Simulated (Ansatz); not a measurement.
System: BiCl₂, net charge 1, singlet state. 
Geometry from a B3LYP-D3(BJ)/def2-TZVP (Ansatz, a quantum-chemistry and plane-wave program) optimisation:
```xyz
3

Bi     0.0250     0.0090     0.4433
Cl     0.9344    -1.5294    -1.1076
Cl    -1.0563     1.4854    -1.0567
```
Charge +1, spin multiplicity 1.

Basis-set convergence of Hartree-Fock and MP2 correlation energies (hartree) with Ansatz. Cores are frozen in the correlated levels unless marked. No spin-orbit coupling. The frozen core is the preceding noble-gas configuration, with the filled d and f shells of earlier blocks. Past Kr the def2 sets carry scalar-relativistic core potentials.

```csv
basis,functions,E(HF),"E(corr, MP2)"
def2-SVP,62,-1132.04255,-0.33454
def2-TZVPP,134,-1132.37675,-0.46288
def2-QZVPP,222,-1132.40583,-0.50912
```

Extrapolating the two largest sets (X = 3 and 4) as X^-3: E(corr) = (64·(-0.50912) - 27·(-0.46288))/37 = -0.5429 Eh, an estimate of the basis-set limit. The largest set recovers 93.8 % of it, the smallest 61.6 %.
